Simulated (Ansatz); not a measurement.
Consider the atomization: `[CH3][Ga]([CH3])[O]`• → 2 C• + Ga• + 6 H• + O•.

Isolated molecules relaxed with PBE0-D4/def2-TZVP in Ansatz; ΔE leaves out vibrations. CCSD(T)/CBS adds triple-zeta CCSD(T) − MP2 to the extrapolated MP2 energy (def2 sets, frozen cores). This one scheme is used for every species, atoms too. DFT in def2-TZVPP. B3LYP here is the variant with VWN-RPA as its local correlation; programs differ in this. Open shells (•) are unrestricted, without spin–orbit coupling. Spin–orbit coupling would lower the free atoms: a little for C, O; clearly for Ga. For Ga outer-core shells are correlated without core-valence functions, so the limit isn't a true one: a few kJ/mol of doubt a bond, and 10 to 20 or more in all where bonds break to atoms. Scalar relativity is left out up to krypton.

```csv
level,ΔE (kcal/mol),difference from CCSD(T)/CBS
PBE-D4,833.1,12.2
r2SCAN-D4,826.2,5.3
PBE0-D4,820.0,-0.9
B3LYP-D4,817.7,-3.2
ωB97X-V,821.7,0.8
ωB97M-V,819.0,-1.9
B2PLYP,810.7,-10.2
r2SCAN,825.2,4.3
MP2/def2-TZVPP,810.3,-10.6
SCS-MP2/def2-TZVPP,807.5,-13.4
CCSD/def2-TZVPP,793.8,-27.1
CCSD(T)/def2-TZVPP,804.2,-16.7
HF/def2-QZVPP,608.8,-212.1
SCS-MP2/def2-QZVPP,819.0,-1.9
HF/CBS(def2),608.9,-212.0
MP2/CBS(def2),827.0,6.1
CCSD(T)/CBS,820.9,0
```

Largest T1 diagnostic among the species: 0.016.

The D4 term adds +6.2 kcal/mol with B3LYP and +3.2 kcal/mol with PBE0; it sums over pairs of atoms, weighted by their polarisabilities, and B3LYP, whose exchange is more repulsive, gets the larger term. In def2-TZVPP, CCSD(T) changes the Hartree–Fock value by +196.1 kcal/mol (the triples alone add +10.4 kcal/mol) and MP2 by +202.3 kcal/mol; breaking electron pairs costs correlation energy, which Hartree–Fock lacks.

For atomizations the MP2-based limit and the directly extrapolated one differ by several kJ/mol either way, and by 10 to 25 for some Ge, Se and Sn compounds, so smaller differences from it don't rank the levels.
